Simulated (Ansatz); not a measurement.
Cl$_{3}$GaH$_{2}$Se, SMILES `[Cl][Ga-]([Cl])([Cl])[SeH2+]`, 7 atoms. The species carries charge 0 and has multiplicity 1. Correlated methods include outer-core shells of Ga, Se, which these sets cover unevenly. Scalar relativity is left out up to krypton. All runs use 4 threads of an AMD EPYC 7R43 on a shared host. Correlated methods freeze the cores.

Give the basis size and wall time and peak host memory of each of these runs in Ansatz. RKS ωB97M-V/def2-QZVPP energy; RKS PBE0-D4/def2-SVP energy; RKS PBE0-D4/def2-TZVP relaxation (6 steps); RHF-MP2/def2-QZVPP energy; RKS PBE0-D4/def2-QZVPP energy; RKS r2SCANh-D4/def2-TZVPP energy; RKS revPBE-D4/def2-TZVPP energy; RKS PBE0-D4/def2-TZVP frequencies; RKS LC-ωPBE/def2-TZVPP energy; RKS B3LYP-D4/def2-TZVPP energy and forces; RHF-CCSD(T)/def2-TZVPP energy; RKS ωB97M-V/def2-SVP energy. (An estimate is asked.)

The calculation gave: Other jobs shared the machine, so times are rough.

| level | job | functions | wall time | peak host memory (GiB) |
| --- | --- | --- | --- | --- |
| RKS PBE0-D4/def2-SVP | energy | 128 | 2 s | 0.48 |
| RKS revPBE-D4/def2-TZVPP | energy | 250 | 2.3 s | 0.46 |
| RKS LC-ωPBE/def2-TZVPP | energy | 250 | 3.2 s | 0.65 |
| RKS r2SCANh-D4/def2-TZVPP | energy | 250 | 7 s | 1.2 |
| RKS ωB97M-V/def2-SVP | energy | 128 | 7 s | 0.53 |
| RKS B3LYP-D4/def2-TZVPP | energy and forces | 250 | 8 s | 1.3 |
| RKS PBE0-D4/def2-QZVPP | energy | 448 | 15 s | 2.9 |
| RHF-MP2/def2-QZVPP | energy | 448 | 27 s | 2.7 |
| RKS ωB97M-V/def2-QZVPP | energy | 448 | 29 s | 3.2 |
| RKS PBE0-D4/def2-TZVP | relaxation (6 steps) | 219 | 38 s | 0.94 |
| RKS PBE0-D4/def2-TZVP | frequencies | 219 | 3 min | 0.97 |
| RHF-CCSD(T)/def2-TZVPP | energy | 250 | 4.4 min | 5 |

B3LYP here is the variant with VWN-RPA as its local correlation; programs differ in this. LC-ωPBE has ω = 0.4 bohr⁻¹.
